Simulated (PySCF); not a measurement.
A TDDFT job was run through a driver script with this input:

```
{"job": {"kind": "uv", "xc": "wB97X-D", "basis": "def2-SVPD", "nstates": 8, "ntriplets": 3}, "charge": 0, "multiplicity": 1}
B      3.194094    -0.003472    -0.264103
B      1.703629    -0.127280     0.442343
O      0.547161    -0.081162    -0.228014
C     -0.731829    -0.170562     0.368028
C     -1.623007    -1.067303    -0.485047
C     -1.285056     1.254208     0.459565
Cl    -2.830538     1.285647     1.332502
H      3.805726    -0.945111    -0.599189
H      3.757445     1.019824    -0.356847
H      1.660760    -0.273661     1.631436
H     -0.646703    -0.582642     1.384882
H     -1.220975    -2.076750    -0.508244
H     -2.627703    -1.093753    -0.072066
H     -1.662359    -0.684699    -1.502162
H     -1.459397     1.662577    -0.536159
H     -0.588846     1.893083     1.004652
```

Method: TDDFT wB97X-D/def2-SVPD, vertical, gas phase, core orbitals frozen in the response in PySCF 2.14.0, density-fitted response routines. Job line and output are in the format of a driver script around the code.

Problem. What does the script print for it, SCF cycles aside?

Solution. 
```
converged SCF energy = -704.4697958067

Static polarisability (au): isotropic 83.165, principal 69.865 75.358 104.271

Singlet excitations
state   eV       nm        f      main configurations
  1   4.7058    263.5   0.00546   H->L 0.91
  2   5.9052    210.0   0.00093   H->L+1 0.92
  3   6.0163    206.1   0.00001   H-3->L 0.59, H-5->L 0.27, H-1->L 0.08
  4   7.3331    169.1   0.00480   H-1->L 0.40, H-5->L 0.24
  5   7.4588    166.2   0.00843   H-4->L 0.58, H-6->L 0.17
  6   7.5630    163.9   0.00323   H-2->L+3 0.47, H-2->L+2 0.14, H-2->L 0.09
  7   7.6646    161.8   0.01809   H-1->L+3 0.33, H-5->L 0.12, H-1->L+2 0.09
  8   7.9823    155.3   0.00651   H->L+2 0.82

Triplet excitations (Tamm-Dancoff, eV): 3.9974 5.3181 5.4071
```

The structure is a single GFN2-xTB conformer in the gas phase; no vibrational or solvent corrections.

H and L stand for HOMO and LUMO.

Shape of the structure used: `[BH2:1][BH:2][O:3][C@H:4]([CH3:5])[CH2:6][Cl:7]`: B1–B2–O3–C4 -179°, B2–O3–C4–C5 -138°, O3–C4–C6–Cl7 -175°.

wB97X-D is run here without its empirical dispersion term; that term would change no orbital, density or response property at a fixed geometry.
